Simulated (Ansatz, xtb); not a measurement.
Stretching the Si2–F1 bond in FH3Si (SMILES F[SiH3]) (multiplicity 1 held, fragments rigid). Energies count from the point at 1.606 Å.
Geometry at that point (charge 0, multiplicity 1):
| atom | x (Å) | y (Å) | z (Å) |
|---|---|---|---|
| F | 1.0903 | -0.0171 | -0.1702 |
| Si | -0.4965 | 0.0078 | 0.0775 |
| H | -0.9449 | 1.4151 | 0.0667 |
| H | -0.7705 | -0.6159 | 1.3881 |
| H | -1.1468 | -0.7543 | -1.0080 |

Unrestricted levels (U-) break spin symmetry where that is lower. Active spaces are followed from a long bond inwards. Curves can end on different states.

Cores are frozen in the correlated methods.

Run with Ansatz (a quantum-chemistry and plane-wave program); xtb for the GFN methods.  The GFN methods have no spin term and hold the electronic entropy of 300 K.

Estimate the energy at R = 5.140 Å that FIC-MRCISD+Q on CASSCF(6,4)/cc-pV(D+d)Z returns for this input.

134.6 kcal/mol

What energy at R = 5.140 Å does U-SCS-MP2/cc-pV(D+d)Z give?

139.7 kcal/mol

Predict the energy at R = 5.140 Å from GFN2-xTB.

113.6 kcal/mol

Doubts at one or more of the structures used: a spin-contaminated determinant (U-SCS-MP2/cc-pV(D+d)Z); active orbitals that take no part (FIC-MRCISD+Q on CASSCF(6,4)/cc-pV(D+d)Z).
